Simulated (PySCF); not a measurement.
EPR parameters of [C5H7NOS]-

Species: C5H7NOS (charge -1 and doublet state).
Z-matrix (Å and degrees, GFN2-xTB geometry), rows numbered from 1:
```
C 
O   1  1.3909
C   2  1.4188  1  114.99
S   3  1.6878  2  122.17  1   -14.13
C   3  1.4769  2  111.32  1  -169.74
C   5  1.5821  3  111.74  2    78.68
C   6  1.4227  5  112.19  3  -178.56
N   7  1.1582  6  174.87  5     5.11
H   1  1.0977  2  111.18  3    59.12
H   1  1.0927  2  106.95  3   179.21
H   1  1.0983  2  111.40  3   -60.94
H   5  1.0944  3  110.13  2   -41.11
H   5  1.0913  3  109.66  2  -161.72
H   6  1.0936  5  107.68  3   -57.43
H   6  1.0934  5  107.39  3    59.93
```

The hyperfine couplings belong to this conformer and change with its torsions.

Identity: `CO[C]([S-])CCC#N` [radical] (charge -1).

Method used: PySCF 2.14.0, UKS B3LYP, pcH-1 on C H N O S, non-relativistic, mean-field spin-orbit, GIAO. Whether the extra electron is bound in the gas phase wasn't checked; a finite basis holds it in any case. The geometry wasn't refined by DFT: couplings that depend on bond lengths, twists or pyramidal angles can differ widely from those at the functional's own minimum, by a factor of two or more for some ions and for spin on atoms past the first row. Stability of the SCF solution: not tested.

* g1, g2, g3: 2.00177, 2.00764, 2.00950
* g_iso: 2.00631
* Form of g: rhombic: the two nearest values differ by 24 % of g3 − g1
* ⟨S²⟩: 0.7543 (exact 0.7500)
* α and β electrons: 35, 34
* HOMO–LUMO gap, α and β orbitals: 3.02, 4.62 eV
* Total energy: -722.92447 Eh

Isotropic coupling and dipolar principal values T1 to T3, in MHz:

| atom | isotope | a_iso | of which spin–orbit | T1 | T2 | T3 | Mulliken spin population |
| --- | --- | --- | --- | --- | --- | --- | --- |
| C1 | 13C | -3.2 | 0.0 | -1.4 | -0.4 | 1.8 | -0.01 |
| O2 | 17O | -18.4 | -0.1 | -34.7 | 16.2 | 18.5 | 0.05 |
| C3 | 13C | 141.1 | 0.2 | -59.8 | -58.2 | 118.0 | 0.60 |
| S4 | 33S | 6.3 | 0.0 | -25.5 | -21.2 | 46.7 | 0.24 |
| C5 | 13C | 14.2 | 0.0 | -2.1 | -0.9 | 3.0 | -0.02 |
| C6 | 13C | 56.2 | 0.0 | -4.9 | -4.2 | 9.1 | 0.06 |
| C7 | 13C | 3.9 | 0.0 | -2.3 | -1.2 | 3.5 | 0.01 |
| N8 | 14N | 1.7 | 0.0 | -2.0 | -2.0 | 4.0 | 0.04 |
| H9 | 1H | 7.3 | 0.0 | -2.7 | -1.7 | 4.4 | 0.00 |
| H10 | 1H | -1.5 | 0.0 | -1.9 | -1.9 | 3.8 | 0.00 |
| H11 | 1H | 13.4 | 0.0 | -3.1 | -2.3 | 5.3 | 0.01 |
| H12 | 1H | 22.8 | 0.0 | -5.2 | -3.0 | 8.2 | 0.01 |
| H13 | 1H | 14.3 | 0.0 | -4.9 | -3.2 | 8.0 | 0.00 |
| H14 | 1H | -1.6 | 0.0 | -3.8 | -0.4 | 4.2 | 0.00 |
| H15 | 1H | -2.1 | 0.0 | -4.2 | 0.4 | 3.8 | 0.00 |

Largest spin populations (Mulliken): C3 (+0.60), S4 (+0.24) and C6 (+0.06). The angles at C3 add up to 355.1°, so it is nearly planar.

Axes: g3 points within 12° of the C3–S4 bond.

Under fast tumbling the dipolar parts average out, and these isotropic splittings remain: 2 × 1H (H12/H13, I = 1/2, 3 lines) with 0.66 mT, 3 × 1H (H9/H10/H11, I = 1/2, 4 lines) with 0.23 mT, 2 × 1H (H14/H15, I = 1/2, 3 lines) with 0.07 mT and 1 × 14N (N8, I = 1, 3 lines) with 0.06 mT.

Means are taken over nuclei equivalent by connectivity, which assumes that they swap fast. The three 1H nuclei of mean +6.4 MHz run from -1.5 to 13.4 MHz in the frozen geometry. The 1H value of +18.6 MHz is a mean of couplings from 14.3 to 22.8 MHz in this one geometry, not an average over conformers.

The 13C coupling of C3 (141.1 MHz) shows only in satellite lines or after enrichment, since that isotope makes up about 1.07 % of natural carbon.

The 17O coupling of O2 (-18.4 MHz) shows only in satellite lines or after enrichment, since that isotope makes up about 0.038 % of natural oxygen.

Examples of negative spin density at the nucleus (bohr⁻³): C1 (-0.0028).

Time: 70 s of wall time (grids of density and orbitals included); peak memory 0.97 GiB. Hardware: one thread, AMD EPYC 7B13 (x86_64) (shared host).
